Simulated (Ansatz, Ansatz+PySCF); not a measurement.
```yaml
atoms:
  - { symbol: H, position_ang: [0.0034, -0.0151, 0.0173] }
  - { symbol: C, position_ang: [0.5577, 0.7334, 0.5338] }
  - { symbol: C, position_ang: [1.2485, 1.5677, 1.1334] }
  - { symbol: C, position_ang: [2.0046, 2.4701, 1.8328] }
```

Basis set: def2-SVP (spherical functions). Frozen core: 3 orbitals. Charge 0, multiplicity 2.

Computed with Ansatz (development build ahead of 0.2.0); each method stands on the lowest determinant of its kind that the runs found.

The atomization energy at this shape (free ground-state atoms in the same class of orbitals less the molecule, no zero-point energy) of doublet C3H:

| method | atomization energy |
| --- | --- |
| UHF-MP2 | 16.34 eV |

What does UHF give?

12.36 eV. Caution: the unrestricted determinant is spin contaminated.
